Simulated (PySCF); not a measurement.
CH5NO2Si2. Atoms are numbered in the order given.

```xyz
11

N      2.2195    -0.9396     1.5015
C      1.8258    -0.3475     0.5615
O      1.4046     0.2959    -0.4737
Si    -0.2966     0.6630    -0.7106
O     -0.7119     2.0291     0.1513
Si    -1.5217    -1.2373    -0.0433
H     -0.3204     1.0538    -2.1473
H     -0.8798     1.9092     1.1032
H     -0.9183    -2.4842    -0.6232
H     -2.9331    -1.0708    -0.5362
H     -1.5254    -1.3055     1.4585
```

Geometry: PBE-D3(BJ)/def2-SVP. The structure was generated by enumeration; whether it is a known compound was not checked. One conformer was computed; it need not be the lowest.

Calculation: PySCF 2.14.0 with PBE-D3(BJ)/def2-SVP.

Frequencies are harmonic and unscaled.

```json
[
 {"mode": "1", "ν (cm⁻¹)": "28", "IR (km/mol)": "2.6", "moving atoms (share of kinetic energy)": "N 38 %, O 35 %, Si 16 %, H 9 %"},
 {"mode": "2", "ν (cm⁻¹)": "75", "IR (km/mol)": "4.1", "moving atoms (share of kinetic energy)": "N 44 %, O 24 %, Si 16 %, H 8 %"},
 {"mode": "3", "ν (cm⁻¹)": "88", "IR (km/mol)": "0.4", "moving atoms (share of kinetic energy)": "H 92 %"},
 {"mode": "4", "ν (cm⁻¹)": "136", "IR (km/mol)": "6.3", "moving atoms (share of kinetic energy)": "O 48 %, Si 24 %, H 22 %"},
 {"mode": "5", "ν (cm⁻¹)": "197", "IR (km/mol)": "9.0", "moving atoms (share of kinetic energy)": "O 36 %, Si 31 %, H 21 %"},
 {"mode": "6", "ν (cm⁻¹)": "274", "IR (km/mol)": "13.1", "moving atoms (share of kinetic energy)": "O 49 %, Si 25 %, H 17 %"},
 {"mode": "7", "ν (cm⁻¹)": "329", "IR (km/mol)": "124.2", "moving atoms (share of kinetic energy)": "H 80 %, O 14 %"},
 {"mode": "8", "ν (cm⁻¹)": "402", "IR (km/mol)": "4.1", "moving atoms (share of kinetic energy)": "Si 60 %, H 25 %, O 10 %"},
 {"mode": "9", "ν (cm⁻¹)": "475", "IR (km/mol)": "13.0", "moving atoms (share of kinetic energy)": "H 49 %, C 30 %, Si 15 %"},
 {"mode": "10", "ν (cm⁻¹)": "493", "IR (km/mol)": "9.0", "moving atoms (share of kinetic energy)": "H 65 %, Si 25 %"},
 {"mode": "11", "ν (cm⁻¹)": "498", "IR (km/mol)": "9.6", "moving atoms (share of kinetic energy)": "C 63 %, O 16 %, N 14 %"},
 {"mode": "12", "ν (cm⁻¹)": "525", "IR (km/mol)": "7.5", "moving atoms (share of kinetic energy)": "C 38 %, H 27 %, Si 24 %"},
 {"mode": "13", "ν (cm⁻¹)": "646", "IR (km/mol)": "99.3", "moving atoms (share of kinetic energy)": "O 51 %, Si 25 %, H 9 %"},
 {"mode": "14", "ν (cm⁻¹)": "734", "IR (km/mol)": "106.4", "moving atoms (share of kinetic energy)": "H 86 %"},
 {"mode": "15", "ν (cm⁻¹)": "777", "IR (km/mol)": "254.1", "moving atoms (share of kinetic energy)": "H 80 %, O 13 %"},
 {"mode": "16", "ν (cm⁻¹)": "824", "IR (km/mol)": "121.6", "moving atoms (share of kinetic energy)": "H 87 %, Si 10 %"},
 {"mode": "17", "ν (cm⁻¹)": "863", "IR (km/mol)": "102.6", "moving atoms (share of kinetic energy)": "H 74 %, Si 15 %, O 11 %"},
 {"mode": "18", "ν (cm⁻¹)": "886", "IR (km/mol)": "11.1", "moving atoms (share of kinetic energy)": "H 77 %, O 13 %, Si 10 %"},
 {"mode": "19", "ν (cm⁻¹)": "890", "IR (km/mol)": "45.2", "moving atoms (share of kinetic energy)": "H 93 %"},
 {"mode": "20", "ν (cm⁻¹)": "907", "IR (km/mol)": "49.9", "moving atoms (share of kinetic energy)": "H 51 %, O 25 %, Si 24 %"},
 {"mode": "21", "ν (cm⁻¹)": "1162", "IR (km/mol)": "170.3", "moving atoms (share of kinetic energy)": "O 63 %, N 31 %"},
 {"mode": "22", "ν (cm⁻¹)": "2161", "IR (km/mol)": "31.8", "moving atoms (share of kinetic energy)": "H 99 %"},
 {"mode": "23", "ν (cm⁻¹)": "2177", "IR (km/mol)": "48.0", "moving atoms (share of kinetic energy)": "H 96 %"},
 {"mode": "24", "ν (cm⁻¹)": "2188", "IR (km/mol)": "51.9", "moving atoms (share of kinetic energy)": "H 96 %"},
 {"mode": "25", "ν (cm⁻¹)": "2246", "IR (km/mol)": "95.3", "moving atoms (share of kinetic energy)": "H 96 %"},
 {"mode": "26", "ν (cm⁻¹)": "2304", "IR (km/mol)": "205.4", "moving atoms (share of kinetic energy)": "C 66 %, N 31 %"},
 {"mode": "27", "ν (cm⁻¹)": "3754", "IR (km/mol)": "91.0", "moving atoms (share of kinetic energy)": "H 94 %"}
]
```
